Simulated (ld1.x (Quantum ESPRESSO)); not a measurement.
# N: one change to a TM potential, before and after

| Quantity | Value |
| --- | --- |
| Element | nitrogen (N) |
| Generator | ld1.x (Quantum ESPRESSO) 7.5 |
| Type | norm-conserving Troullier–Martins (Kleinman–Bylander form) |
| Functional | LDA (PZ) |
| Relativity | scalar-relativistic |
| Frozen core | [He] |
| Valence charge | 5 |
| Reference configuration | 2s2 2p1 (charge +2) |
| Partial waves | 2s (bound): rc 0.95 bohr; 3d channel at 0.1 Ry: rc 1.60 bohr; 2p (bound): rc 1.85 bohr |
| Local potential | the p channel |
| Core correction | a·sin(br)/r model core, default radius (core density twice the valence density) |

Change: wave 2p (bound): rc 1.85 bohr becomes 2p (bound): rc 2.54 bohr.

Cutoffs: the cutoffs (Ry, on a coarse ladder) from which the occupation-weighted sum of valence levels, in a spherical-Bessel basis at the reference potential, stays within 10 and 1 mRy of its value at 400 Ry; they do not see the model core or the augmentation charge, which bear on the density cutoff. Errors are all-electron minus pseudo energies relative to the spin-unpolarised reference configuration.

Question: How do hardness, ghosts and transferability respond?

Answer: The potential gets neither clearly harder nor softer (55 Ry and 140 Ry → 55 Ry and 140 Ry); a bound ghost appears in d, which as a rule spoils a file; of the 9 tests that both files solve, the error grows in 9 and shrinks in 0 by more than 15 % and 0.3 meV (median size 246.1 → 736.4 meV). More of the atom is replaced by a form fitted at one configuration, so other configurations suffer.

| quantity | base | changed |
| --- | --- | --- |
| cutoff, loose | 55 Ry | 55 Ry |
| cutoff, tight | 140 Ry | 140 Ry |
| loose cutoff by channel (10 mRy a level) | s 50 Ry, p 35 Ry | s 50 Ry, p 25 Ry |
| bound ghosts | none | d |
| error for 2s2 2p3, meV [ΔE -42.70 eV] | +119 | +592 |
| error for 2s2 2p2, meV [ΔE -28.97 eV] | +81 | +315 |
| error for 2s2 2p0, meV [ΔE 47.16 eV] | +272 | +760 |
| error for 2s0 2p5, meV [ΔE -20.25 eV] | +517 | +1752 |
| error for 2s1 2p3, meV [ΔE -17.52 eV] | +246 | +774 |
| error for 2s1 2p4, meV [ΔE -31.50 eV] | +304 | +1170 |
| error for 2s2 2p2.5, meV [ΔE -37.53 eV] | +116 | +506 |
| error for 2s2 2p1 (spin-polarised), meV [ΔE -0.56 eV] | +13 | -17 |
| error for 2s2 2p3 (spin-polarised), meV [ΔE -45.59 eV] | +246 | +736 |

 A true bound ghost makes a file unfit for plane-wave use even where its test errors are small: the radial tests pick states by their node count and pass the ghost by.
